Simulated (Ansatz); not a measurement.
Z-matrix (Å, degrees):
```
Si
S 1 2.148
H 1 1.484 2 102.5
H 1 1.483 2 110.5 3 -118.2
H 1 1.481 2 112.5 3 117.9
C 2 1.758 1 101.9 3 167.1
Cl 6 1.734 2 117.2 1 44.3
C 6 1.326 2 122.3 1 -139.0
H 8 1.082 6 121.1 2 -174.4
H 8 1.082 6 119.9 2 5.0
```

The species carries charge 0 and has multiplicity 1.

(1) List the ωB97M-V/def2-TZVPP orbital energies in eV (the Gaussian-basis code of Ansatz). (Best estimate.)

## Answers

(1) Ansatz gave: Occupied: -2772.50, -2427.13, -1807.62, -284.17, -281.87, -262.87, -221.11, -200.40, -200.19, -200.18, -164.23, -164.13, -164.04, -148.67, -102.81, -102.76, -102.75, -27.80, -24.65, -23.01, -18.59, -17.48, -15.90, -15.26, -13.84, -13.27, -12.68, -12.15, -11.81, -11.22, -10.36, -9.13. Lowest empty: 1.40, 1.71, 2.19, 2.73, 3.31, 3.36, 3.68, 3.90.
